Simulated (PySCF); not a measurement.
# V⁺ (vanadium, charge +1) across methods

[Ar] 3d3 4p1, one real determinant (an excited configuration). Computed with PySCF 2.14 in def2-TZVPPD (6s6p4d2f1g, 67 functions), with no relativity, point nucleus.

| method | E (hartree) | mean ε 3p β (eV) | mean ε 3d α (eV) | mean ε 4p α (eV) | Σ⟨r²⟩ (bohr²) | ⟨S²⟩ |
| --- | --- | --- | --- | --- | --- | --- |
| r2SCAN0 | -943.453 | -53.838 | -17.510 | -8.587 | 32.55 | 6.001 |
| PBE0 | -943.289 | -53.365 | -17.141 | -8.588 | 32.62 | 6.001 |
| TPSS | -943.520 | -50.911 | -15.115 | -8.021 | 32.47 | 6.001 |
| HSE06 | -943.309 | -52.970 | -16.715 | -8.237 | 32.62 | 6.001 |
| LDA | -941.305 | -50.777 | -15.133 | -8.102 | 32.30 | 6.000 |
| r2SCAN | -943.462 | -51.387 | -15.539 | -8.111 | 32.39 | 6.001 |
| UHF | -942.52531 | -60.110 | -22.855 | -9.734 | 33.82 | 6.002 |
| r2SCANh | -943.458 | -52.367 | -16.323 | -8.302 | 32.45 | 6.001 |
| PBE | -943.246 | -50.677 | -15.076 | -8.076 | 32.48 | 6.000 |

⟨L²⟩ = 14.02 against 20 for a pure G term, so this real determinant mixes terms.
